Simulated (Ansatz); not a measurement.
Input for Ansatz (a program for electronic structure): U-B3LYP-D3(BJ)/def2-TZVP on F2W (SMILES [F][W][F]), 2S+1 = 3, a spin state set in the input, which need not be the lowest. Elements past Kr take the def2 small-core potentials; no spin–orbit coupling.

Ansatz 0.2 input:
```yaml
crystal:
  periodic: [false, false, false]
  atoms:
    - {symbol: W, position_ang: [0.00024921, 0.01214982, -0.01116551]}
    - {symbol: F, position_ang: [-0.22662367, 1.28361317, -1.15926586]}
    - {symbol: F, position_ang: [0.19320574, -1.24829139, 1.10011174]}
basis:
  gaussian:
    orbitals: def2-TZVP
hamiltonian:
  xc: b3lyp
  dispersion: d3bj
magnetization: {spin_polarized: true, initial_magnetization: 2}
relax: {f_tol: 0.005, max_steps: 120}
```

Output:

```
WARN ansatz: RAYON_NUM_THREADS=1 ignored (pool sized by the plan → 1); use --threads N
Functional definition: B3LYP
integrals: 0.03 GiB planned
705 factors; their error is unknown
mean field: 0.35 GiB planned
mean field evaluation 1: about -7259.6622 eV, gradient 3.2e1 eV
mean field evaluation 2: about -7250.1840 eV, gradient 6.6e1 eV
mean field evaluation 4: about -7262.3005 eV, gradient 1.8e0 eV
mean field evaluation 8: about -7262.3390 eV, gradient 7.2e-2 eV
mean field evaluation 16: about -7262.3391 eV, gradient 4.0e-5 eV
mean field -7262.33905444 eV, -266.8860376605 hartree, gradient 4.0e-5 eV, S^2 2.009153; 2 other end points of the search recorded, 0 dependent functions left out
the calculation of the forces begins
reference -7262.33926779 eV, -266.8860455010 hartree; 17, 15 occupied and 85, 87 virtual orbitals, 705 factors
relax step   1: F+E_penalty+E_count = -7262.39732275 eV  Δ(F+E_penalty+E_count) = +0.000e0 eV  max|allowed force component| = 5.631e0 eV/Å  Δτ_max = 0.0000 Å  (43 SCF iters, accepted)
these checks for a lower state are left out or cut short: starts, cluster_reference, orbital_swaps, neighbouring_geometries, increment
integrals: 0.03 GiB planned
705 factors; their error is unknown
mean field: 0.34 GiB planned
mean field -7263.04719840 eV, -266.9120614711 hartree, gradient 1.9e-5 eV, S^2 2.009827; 0 other end points of the search recorded, 0 dependent functions left out
the calculation of the forces begins
reference -7263.04741247 eV, -266.9120693379 hartree; 17, 15 occupied and 85, 87 virtual orbitals, 705 factors
relax step   2: F+E_penalty+E_count = -7263.10466290 eV  Δ(F+E_penalty+E_count) = -7.073e-1 eV  max|allowed force component| = 5.863e-1 eV/Å  Δτ_max = 0.1111 Å  (41 SCF iters, accepted)
these checks for a lower state are left out or cut short: starts, cluster_reference, orbital_swaps, neighbouring_geometries, increment
integrals: 0.03 GiB planned
705 factors; their error is unknown
mean field: 0.34 GiB planned
mean field evaluation 32: about -7263.0296 eV, gradient 2.4e-2 eV
mean field -7263.05643658 eV, -266.9124009677 hartree, gradient 2.6e-5 eV, S^2 2.009910; 0 other end points of the search recorded, 0 dependent functions left out
the calculation of the forces begins
reference -7263.05665074 eV, -266.9124088379 hartree; 17, 15 occupied and 85, 87 virtual orbitals, 705 factors
relax step   3: F+E_penalty+E_count = -7263.11381658 eV  Δ(F+E_penalty+E_count) = -9.154e-3 eV  max|allowed force component| = 9.877e-2 eV/Å  Δτ_max = 0.0140 Å  (38 SCF iters, accepted)
these checks for a lower state are left out or cut short: starts, cluster_reference, orbital_swaps, neighbouring_geometries, increment
integrals: 0.03 GiB planned
705 factors; their error is unknown
mean field: 0.34 GiB planned
mean field -7263.05682278 eV, -266.9124151604 hartree, gradient 7.8e-6 eV, S^2 2.009923; 0 other end points of the search recorded, 0 dependent functions left out
the calculation of the forces begins
reference -7263.05703693 eV, -266.9124230302 hartree; 17, 15 occupied and 85, 87 virtual orbitals, 705 factors
relax step   4: F+E_penalty+E_count = -7263.11418938 eV  Δ(F+E_penalty+E_count) = -3.728e-4 eV  max|allowed force component| = 2.719e-3 eV/Å  Δτ_max = 0.0098 Å  (38 SCF iters, accepted)
integrals: 0.03 GiB planned
705 factors; their error is unknown
mean field: 0.34 GiB planned
mean field evaluation 64: about -7263.0568 eV, gradient 8.4e-5 eV
mean field -7263.05682278 eV, -266.9124151604 hartree, gradient 8.2e-6 eV, S^2 2.009923; 5 other end points of the search recorded, 0 dependent functions left out
the calculation of the forces begins
reference -7263.05703693 eV, -266.9124230302 hartree; 17, 15 occupied and 85, 87 virtual orbitals, 705 factors
Total energy: -7263.11440353 eV, -266.9145312139 hartree
Atom 0 at    -0.009702     0.016537    -0.022838 Å, force    -0.001810     0.001589    -0.002719 eV/Å
Atom 1 at    -0.236543     1.371551    -1.233818 Å, force     0.000925    -0.000903     0.001458 eV/Å
Atom 2 at     0.213077    -1.340617     1.186336 Å, force     0.000885    -0.000686     0.001261 eV/Å
Dipole moment:     0.000412     0.000119     0.000257 e Å
```

The calculation finished and met its thresholds.

Cost: around 11 core-seconds (rough).
